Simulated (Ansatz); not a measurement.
`OC(O)O` and `OC(O)[O][GeH3]` differ in one atom or group.

Ansatz, PBE0-D4/def2-TZVP geometries, multiplicity 1. Each molecule was computed in one conformer, which needn't be the lowest.

Scalar relativity is left out up to krypton.

```csv
property,`OC(O)O`
LUMO energy (PBE/def2-TZVPP) / eV,0.17
HOMO–LUMO gap (B3LYP/def2-TZVPP) / eV,9.05
LUMO energy (ωB97M-V/def2-TZVPP) / eV,2.46
HOMO energy (PBE/def2-TZVPP) / eV,-6.92
LUMO energy (PBE0/def2-TZVPP) / eV,1.05
size of the dipole moment (ωB97M-V/def2-TZVPP) / D,1.54
```

**Question.** Give the same properties after the change, and the shifts. (Estimate.)

**Answer.** The calculation gave: 
| property | `OC(O)[O][GeH3]` | shift |
| --- | --- | --- |
| LUMO energy (PBE/def2-TZVPP) / eV | -0.47 | -0.64 |
| HOMO–LUMO gap (B3LYP/def2-TZVPP) / eV | 8.18 | -0.87 |
| LUMO energy (ωB97M-V/def2-TZVPP) / eV | 2.13 | -0.33 |
| HOMO energy (PBE/def2-TZVPP) / eV | -6.71 | 0.21 |
| LUMO energy (PBE0/def2-TZVPP) / eV | 0.41 | -0.64 |
| size of the dipole moment (ωB97M-V/def2-TZVPP) / D | 1.39 | -0.15 |

With PBE0 the HOMO rises by 0.38 eV and the LUMO falls by 0.64 eV, so the gap narrows by about 1.02 eV. PBE moves the HOMO by 0.21 eV and ωB97M-V by 0.48 eV. Dipoles are sizes alone; their direction can turn.

B3LYP here is the variant with VWN-RPA as its local correlation; programs differ in this.
